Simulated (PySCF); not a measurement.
## How methods differ on the ionisation energy of Sn

Sn [Kr] 4d10 5s2 5p2 (3P) → Sn⁺ [Kr] 4d10 5s2 5p1 (2P), as a difference of total energies. All numbers are calculated (PySCF 2.14, scalar relativity through the core potential, in def2-SVP with the def2 core potential (28 electrons)). Correlated levels: valence: 4s2 4p6 4d10 frozen. The calculations carry no spin-orbit coupling.

```
           method  ionisation energy (eV)
              UHF                   6.853
             MN15                   7.319
             PBE0                   7.311
    MP2 (valence)                   7.058
SCS-MP2 (valence)                   7.005
   CCSD (valence)                   7.079
CCSD(T) (valence)                   7.085
```

Q: How much does correlation contribute at CCSD(T) (valence)?

A: 7.085 − (6.853) = 0.232 eV, measured against UHF.

Errors of the correlated levels include the incompleteness of this basis and the frozen core.

For comparison: 7.389 eV (measured; NIST levels, between the centres of gravity of the two terms).
